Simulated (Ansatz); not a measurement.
Reaction (substitution at a C–C bond): `CC(C)C#N` + `O[Si]([SiH3])(Cl)Cl` → `CO[Si]([SiH3])(Cl)Cl` + `CCC#N`

Program: Ansatz. Geometries: PBE0-D4/def2-TZVP. ΔE: electronic, gas phase. CCSD(T)/CBS adds triple-zeta CCSD(T) − MP2 to the extrapolated MP2 energy (def2 sets, frozen cores). DFT in def2-TZVPP. One conformer a species, not always the lowest.

| level | ΔE (kcal/mol) | difference from CCSD(T)/CBS |
| --- | --- | --- |
| BLYP-D4 | 10.2 | -3.1 |
| r2SCAN-D4 | 12.3 | -1.0 |
| CAM-B3LYP-D4 | 11.0 | -2.3 |
| PBE | 12.0 | -1.3 |
| BLYP | 10.2 | -3.1 |
| CAM-B3LYP | 11.2 | -2.1 |
| MP2/def2-SVP | 12.6 | -0.7 |
| SCS-MP2/def2-TZVPP | 12.9 | -0.4 |
| MP2/CBS(def2) | 14.6 | 1.3 |
| CCSD/CBS(def2) | 13.1 | -0.2 |
| CCSD(T)/CBS | 13.3 | 0 |

Largest T1 diagnostic among the species: 0.012.

From BLYP to BHLYP (50 % exact exchange), in def2-TZVPP and without D4, ΔE moves by +1.0 kcal/mol. At CCSD(T), def2-SVP lies −2.2 kcal/mol from the extrapolated value and def2-TZVPP −0.4 kcal/mol.
